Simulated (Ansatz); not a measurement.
Consider the substitution at a C–O bond: `CO[SiH](O)F` + `[OH][Zr]([OH])([Cl])[c]1ccccc1` → `C[O][Zr]([OH])([Cl])[c]1ccccc1` + `O[SiH](O)F`.

Program: Ansatz. Geometries: PBE0-D4/def2-TZVP. ΔE: electronic, gas phase. CBS: MP2 limit from def2 TZ/QZ plus the TZ coupled-cluster correction, frozen cores. This one scheme is used for every species. Functionals use def2-TZVPP. B3LYP here is the variant with VWN-RPA as its local correlation; programs differ in this. HSE06 is defined as in plane-wave codes. Elements past krypton have def2 core potentials. For Zr outer-core shells are correlated without core-valence functions, which leaves a few kJ/mol of doubt a bond. Each species was taken in one conformer, which may not be the lowest.

Problem. Is it downhill or uphill in electronic energy at CCSD(T)/CBS, and by how much? (An estimate is asked.)

Solution. The calculation gave: Downhill: ΔE = -3.2 kcal/mol.

Problem. What do these levels give: PBE0-D4, r2SCANh-D4, HSE06-D4, ωB97M-V, B3LYP, MP2/def2-QZVPP? (Best estimate.)

Solution. Computed: PBE0-D4 -3.3, r2SCANh-D4 -3.1, HSE06-D4 -3.4, ωB97M-V -2.5, B3LYP -3.2, MP2/def2-QZVPP -3.8 kcal/mol.

Largest T1 diagnostic among the species: 0.015.

Leaving LDA and LC-ωPBE aside and taking each functional with its dispersion term where it has one, the values, not all of them listed here, spread over 1.1 kcal/mol, from PBE-QIDH to ωB97M-V. In def2-TZVPP, CCSD(T) changes the Hartree–Fock value by −1.4 kcal/mol (the triples alone add −0.4 kcal/mol) and MP2 by −1.7 kcal/mol.
